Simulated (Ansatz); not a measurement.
Na3Cl3⁺, relaxed as a doublet with UKS B3LYP-D4/def2-SVP in Ansatz, starting from the GFN1-xTB geometry. Force threshold 0.02 eV/Å.

In the doublet, Cl4 and Cl5 lie 2.70 Å apart (atoms count from 1), so these atoms are partly bonded to each other. The structure comes from a short search, and lower isomers may exist.

Start:

Cartesian coordinates in Å:
```
Na -1.742 0.320 -0.731
Na 1.792 0.547 -1.645
Na 0.668 0.031 1.793
Cl 0.416 -1.418 -0.564
Cl -1.434 -1.257 1.220
Cl 0.299 1.778 -0.072
```

(1) Estimate the energy that the relaxation releases and the steps that it takes.

(2) Does the start keep its bonding and symmetry?

(3) Predict the relaxed structure.

## Answers

(1) 26.3 kJ/mol, in 19 steps; 1.9 min on 4 threads of Intel Xeon on a shared host. The force fell under the threshold at step 7, but the optimiser went on and released 0.062 eV more. No frequencies were taken in this run, so the end may be a saddle point.

(2) Bonds lost: Na3–Cl4 (atoms count from 1). Point group Cs at the start, Cs at the end, both within 0.05 Å.

(3) 
```tsv
atom	x (Å)	y (Å)	z (Å)
Na1	-1.7135	0.3203	-0.7014
Na2	1.8428	0.2955	-1.4816
Na3	0.3726	0.6226	2.2670
Cl4	0.0511	-1.6502	-1.2886
Cl5	-0.9395	-1.4280	1.2154
Cl6	0.3865	1.8398	-0.0107
```
Bond lengths (bridged metal pairs left out): 7 × Cl–Na 2.58 to 2.71 Å.
